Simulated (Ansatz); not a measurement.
System: GeNH₄, charge 0, doublet. GeNH4 (SMILES [GeH3][NH], doublet).
B3LYP-D3(BJ)/def2-TZVP minimum from Ansatz (a first-principles code):
```xyz
6

Ge     0.2747     0.1182     0.1230
N     -1.3612    -0.5949    -0.4695
H      1.4403    -0.6933    -0.4800
H      0.3902     1.5893    -0.3276
H      0.2890     0.0226     1.6534
H     -1.3822    -0.5361    -1.4948
```
Charge 0, spin multiplicity 2.

Atomisation energy term by term, kcal/mol (programs: Ansatz). Radicals and triplets start from unrestricted determinants; spin-orbit coupling is neglected. Correlated methods leave the cores frozen (noble-gas shells, and filled d and f shells in the p block). No relativity. CBS(X,Y): correlation extrapolated as X^-3, Hartree-Fock from the larger set. A bracket is a step between two methods taken in the basis named. Where a partner has so few electrons that a lower coupled-cluster level is exact, that level stands in.

```
term                               basis  kcal/mol
------------------  --------------------  --------
Hartree-Fock                     cc-pVQZ    248.79
CCSD correlation    CBS(cc-pVTZ,cc-pVQZ)    109.37
(T)                 CBS(cc-pVTZ,cc-pVQZ)      4.76
CCSDT(Q) - CCSD(T)               cc-pVTZ      0.39
sum: De                                      363.3
```

The step beyond CCSD(T) by other levels: CCSDT(Q) in cc-pVDZ 0.60 kcal/mol.
